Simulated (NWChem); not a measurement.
All runs are NWChem calculations. System: HFSi, charge 0, spin multiplicity 1, at a geometry optimised with B3LYP/def2-SVP. The structure started from a generated list of species. Level: RHF/def2-TZVP.

NWChem printed:

```
             Northwest Computational Chemistry Package (NWChem) 7.3.0
             --------------------------------------------------------

                                NWChem Input Module
                                -------------------

 Scaling coordinates for geometry "geometry" by  1.889725989
 (inverse scale =  0.529177249)

 Turning off AUTOSYM since
 SYMMETRY directive was detected!

                             Geometry "geometry" -> ""
                             -------------------------

 Output coordinates in angstroms (scale by  1.889725989 to convert to a.u.)

  No.       Tag          Charge          X              Y              Z
 ---- ---------------- ---------- -------------- -------------- --------------
    1 Si                  14.0000    -0.45574600     0.40583200     0.00000000
    2 H                    1.0000     0.55187400     1.58048300     0.00000000
    3 F                    9.0000     0.64761900    -0.80690400     0.00000000

 Effective nuclear repulsion energy (a.u.)      47.4476547834

            Nuclear Dipole moment (a.u.)
            ----------------------------
        X                 Y               Z
 ---------------- ---------------- ----------------
     0.0000018897    -0.0000094486     0.0000000000

      Symmetry information
      --------------------

 Group name             Cs
 Group number              2
 Group order               2
 No. of unique centers     3

      Symmetry unique atoms

     1    2    3


 Summary of "ao basis" -> "" (spherical)
 ------------------------------------------------------------------------------
       Tag                 Description            Shells   Functions and Types
 ---------------- ------------------------------  ------  ---------------------
 *                         def2-tzvp                  on all atoms

 Summary of "ao basis" -> "ao basis" (spherical)
 ------------------------------------------------------------------------------
       Tag                 Description            Shells   Functions and Types
 ---------------- ------------------------------  ------  ---------------------
 Si                        def2-tzvp                13       37   5s5p2d1f
 H                         def2-tzvp                 4        6   3s1p
 F                         def2-tzvp                11       31   5s3p2d1f

                                 NWChem SCF Module
                                 -----------------

  ao basis        = "ao basis"
  functions       =    74
  atoms           =     3
  closed shells   =    12
  open shells     =     0
  charge          =   0.00
  wavefunction    = RHF
  use symmetry    = T
  symmetry adapt  = T

 Summary of "ao basis" -> "ao basis" (spherical)
 ------------------------------------------------------------------------------
       Tag                 Description            Shells   Functions and Types
 ---------------- ------------------------------  ------  ---------------------
 Si                        def2-tzvp                13       37   5s5p2d1f
 H                         def2-tzvp                 4        6   3s1p
 F                         def2-tzvp                11       31   5s3p2d1f

      Symmetry analysis of basis
      --------------------------

        a'         51
        a"         23

 Forming initial guess at       0.1s

      Superposition of Atomic Density Guess
      -------------------------------------

 Sum of atomic energies:        -388.75329807

      Non-variational initial energy
      ------------------------------

 Total energy =    -388.790073
 1-e energy   =    -634.483699
 2-e energy   =     198.245970
 HOMO         =      -0.235033
 LUMO         =      -0.062489

      Symmetry analysis of molecular orbitals - initial
      -------------------------------------------------

  Numbering of irreducible representations:

     1 a'          2 a"

  Orbital symmetries:

     1 a'          2 a'          3 a'          4 a'          5 a'
     6 a"          7 a'          8 a'          9 a'         10 a"
    11 a'         12 a'         13 a"         14 a'         15 a'
    16 a'         17 a"         18 a'         19 a"         20 a'
    21 a'         22 a"

 Starting SCF solution at       0.8s

 ----------------------------------------------
         Quadratically convergent ROHF

 Convergence threshold     :          1.000E-07
 Maximum no. of iterations :          100
 Final Fock-matrix accuracy:          1.000E-09
 ----------------------------------------------

              iter       energy          gnorm     gmax       time
             ----- ------------------- --------- --------- --------
                 1     -388.9659833223  8.53D-01  2.14D-01      0.8
                 2     -389.0031869913  2.33D-01  6.46D-02      0.9
                 3     -389.0076560331  1.72D-02  4.12D-03      1.0
                 4     -389.0077016578  2.41D-04  6.97D-05      1.1
                 5     -389.0077016682  1.78D-08  4.30D-09      1.4

       Final RHF  results
       ------------------

         Total SCF energy =   -389.007701668189
      One-electron energy =   -635.475717647402
      Two-electron energy =    199.020361195790
 Nuclear repulsion energy =     47.447654783422

        Time for solution =      0.6s

       Symmetry analysis of molecular orbitals - final
       -----------------------------------------------

  Numbering of irreducible representations:

     1 a'          2 a"

  Orbital symmetries:

     1 a'          2 a'          3 a'          4 a"          5 a'
     6 a'          7 a'          8 a'          9 a'         10 a"
    11 a'         12 a'         13 a"         14 a'         15 a'
    16 a'         17 a"         18 a'         19 a"         20 a'
    21 a'         22 a"

             Final eigenvalues
             -----------------

              1
    1  -68.8387
    2  -26.2855
    3   -6.1808
    4   -4.2833
    5   -4.2829
    6   -4.2814
    7   -1.5779
    8   -0.7517
    9   -0.6657
   10   -0.6504
   11   -0.5659
   12   -0.3534
   13    0.0163
   14    0.1057
   15    0.1716
   16    0.2583
   17    0.3036
   18    0.3085
   19    0.3377
   20    0.3530
   21    0.4105
   22    0.4223

                       ROHF Final Molecular Orbital Analysis
                       -------------------------------------

 Vector   10  Occ=2.000000D+00  E=-6.503973D-01  Symmetry=a"
              MO Center=  6.0D-01, -7.5D-01, -1.5D-15, r^2= 5.7D-01
   Bfn.  Coefficient  Atom+Function         Bfn.  Coefficient  Atom+Function
  ----- ------------  ---------------      ----- ------------  ---------------
    51      0.470177  3 F  pz                54      0.417623  3 F  pz
    57      0.249349  3 F  pz

 Vector   11  Occ=2.000000D+00  E=-5.658756D-01  Symmetry=a'
              MO Center=  1.2D-01,  7.8D-01, -3.9D-15, r^2= 1.9D+00
   Bfn.  Coefficient  Atom+Function         Bfn.  Coefficient  Atom+Function
  ----- ------------  ---------------      ----- ------------  ---------------
     4      0.366687  1 Si s                  5      0.249010  1 Si s
    50     -0.234514  3 F  py                39      0.221336  2 H  s
     3     -0.219839  1 Si s                 53     -0.207325  3 F  py
    16      0.198482  1 Si py

 Vector   12  Occ=2.000000D+00  E=-3.533626D-01  Symmetry=a'
              MO Center= -6.8D-01,  5.3D-01,  1.3D-14, r^2= 2.3D+00
   Bfn.  Coefficient  Atom+Function         Bfn.  Coefficient  Atom+Function
  ----- ------------  ---------------      ----- ------------  ---------------
     5      0.452818  1 Si s                  4      0.368999  1 Si s
    15     -0.331941  1 Si px                 3     -0.215524  1 Si s
    39     -0.195776  2 H  s                 40     -0.192288  2 H  s
    18     -0.182184  1 Si px

 Vector   13  Occ=0.000000D+00  E= 1.632931D-02  Symmetry=a"
              MO Center= -5.1D-01,  5.1D-01,  8.0D-14, r^2= 3.5D+00
   Bfn.  Coefficient  Atom+Function         Bfn.  Coefficient  Atom+Function
  ----- ------------  ---------------      ----- ------------  ---------------
    20      0.724542  1 Si pz                17      0.312559  1 Si pz
    57     -0.159881  3 F  pz

 Vector   14  Occ=0.000000D+00  E= 1.056987D-01  Symmetry=a'
              MO Center= -6.8D-01,  3.9D-01,  8.6D-15, r^2= 4.8D+00
   Bfn.  Coefficient  Atom+Function         Bfn.  Coefficient  Atom+Function
  ----- ------------  ---------------      ----- ------------  ---------------
    19      1.162100  1 Si py                40     -0.586560  2 H  s
    48      0.510423  3 F  s                 18     -0.258606  1 Si px

 Vector   15  Occ=0.000000D+00  E= 1.716482D-01  Symmetry=a'
              MO Center= -6.5D-01,  4.6D-01, -2.7D-14, r^2= 5.7D+00
   Bfn.  Coefficient  Atom+Function         Bfn.  Coefficient  Atom+Function
  ----- ------------  ---------------      ----- ------------  ---------------
    40      2.023222  2 H  s                 18     -1.454001  1 Si px
     5     -1.382840  1 Si s                 19     -0.794430  1 Si py
    48      0.269677  3 F  s                  4     -0.197822  1 Si s
     3      0.152270  1 Si s

 center of mass
 --------------
 x =   0.00431416 y =  -0.09385394 z =   0.00000000

 moments of inertia (a.u.)
 ------------------
          69.195263984261          50.773182970562           0.000000000000
          50.773182970562          50.301140305031           0.000000000000
           0.000000000000           0.000000000000         119.496404289292

  Mulliken analysis of the total density
  --------------------------------------

    Atom       Charge   Shell Charges
 -----------   ------   -------------------------------------------------------
    1 Si  14    13.51   2.00  0.59  1.38  1.05  0.73  4.10  1.74  0.42  0.88  0.31  0.12  0.13  0.05
    2 H    1     1.08   0.24  0.57  0.27  0.01
    3 F    9     9.41   0.77  1.20  0.59  1.01  0.34  2.24  2.30  0.95  0.00  0.01  0.00

       Multipole analysis of the density wrt the origin
       ------------------------------------------------

     L   x y z        total         open         nuclear
     -   - - -        -----         ----         -------
     0   0 0 0     -0.000000      0.000000     24.000000

     1   1 0 0     -0.260559      0.000000      0.000002
     1   0 1 0      0.440947      0.000000     -0.000009
     1   0 0 1     -0.000000      0.000000      0.000000

     2   2 0 0    -16.260106      0.000000     24.951455
     2   1 1 0      0.054404      0.000000    -22.927155
     2   1 0 1      0.000000      0.000000      0.000000
     2   0 2 0    -14.847860      0.000000     38.080286
     2   0 1 1      0.000000      0.000000      0.000000
     2   0 0 2    -11.699108      0.000000      0.000000

 Task  times  cpu:        1.4s     wall:        1.4s

 Total times  cpu:        1.4s     wall:        1.4s
```

**Question.** Write an NWChem input that would produce this output.

**Answer.** Several could match; the one computed here: 
```
start mol
memory heap 200 mb stack 900 mb global 1100 mb
geometry units angstroms nocenter noautoz
  Si    -0.455746     0.405832     0.000000
  H      0.551874     1.580483     0.000000
  F      0.647619    -0.806904     0.000000
  symmetry group Cs
end
basis spherical
  * library def2-tzvp
end
scf
  rhf
  nopen 0
  maxiter 100
  thresh 1e-7
  semidirect memsize 60000000 filesize 0
end
task scf energy
```
